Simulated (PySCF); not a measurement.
Compound: C₂H₁₀F₃PSi₃.
InChI=1S/C2H10F3PSi3/c3-2(4,5)1-9-6(7)8/h1,9H2,7-8H3

A linear-response calculation (PySCF, def2-SVPD basis, gas phase, vertical, core orbitals frozen in the response) gave these numbers; the functional is withheld.

Orbital energies (eV): HOMO-3 -11.31, HOMO-2 -10.04, HOMO-1 -9.99, HOMO -8.75, LUMO 0.62, LUMO+1 0.66, LUMO+2 0.71.

```csv
state,E (eV),f,"main configurations (H = HOMO, L = LUMO)"
S1,6.27,0.022,"H→L+1 (59%), H→L+4 (17%), H→L (9%)"
S2,6.30,0.031,"H→L (35%), H→L+2 (32%), H→L+3 (11%)"
S3,6.33,0.018,"H→L (46%), H→L+3 (20%), H→L+5 (12%)"
S4,6.47,0.045,"H→L+2 (50%), H→L+3 (30%)"
S5,6.53,0.047,"H→L+4 (66%), H→L+1 (17%)"
S6,7.28,0.0017,"H→L+5 (59%), H→L+3 (22%)"
```

Triplets, Tamm–Dancoff:

```
state  E (eV)  λ (nm)  main configurations (H = HOMO, L = LUMO)
   T1    5.52   224.6       H→L+2 (40%), H→L+1 (29%), H→L (15%)
   T2    5.56   222.9       H→L (32%), H→L+1 (20%), H→L+3 (17%)
   T3    5.97   207.5       H→L+2 (42%), H→L (34%), H→L+1 (12%)
   T4    6.12   202.6     H→L+3 (23%), H→L+5 (20%), H→L+1 (20%)
```

Vertical ionisation energy by ΔSCF with the same functional: 9.29 eV. Mean static polarisability: 139.1 au.

Question: Which of these was used?
A. PBE
B. CAM-B3LYP
C. HF
D. PBE0

Answer: B. CAM-B3LYP is range-separated, 19% exact exchange at short range and 65% at long range (ω = 0.33 bohr⁻¹). In this run −ε(HOMO) = 8.75 eV differs from the ΔSCF value by -0.53 eV, and S1 differs from the orbital gap of 9.37 eV by -3.11 eV. The ratio −ε(HOMO)/IP is 0.94. Small neutral molecules mostly give 0.85 to 0.93 with CAM-B3LYP, 0.5 to 0.7 with PBE, 0.7 to 0.83 with PBE0; with Hartree–Fock the ratio is 1 or more (Koopmans' value less the relaxation energy is the ΔSCF value).

Computed, not measured: TDDFT CAM-B3LYP/def2-SVPD, vertical, gas phase, core orbitals frozen in the response in PySCF. Isolated species at its PBE0-D3(BJ)/def2-SVP geometry (one conformer only).

Hardware: Arm Neoverse V2, one thread, shared host. Cost: 3.7 min of wall time, 1.4 GiB resident at most.

The values belong to the conformer `[F:1][C:2]([F:3])([F:4])[CH2:5][SiH2:6][P:7]([SiH3:8])[SiH3:9]`: F1–C2–C5–Si6 -175°, C2–C5–Si6–P7 -174°, C5–Si6–P7–Si8 177°.

Without π bonds the low states are Rydberg-like; a valence basis with one diffuse set may place them up to an eV too high.
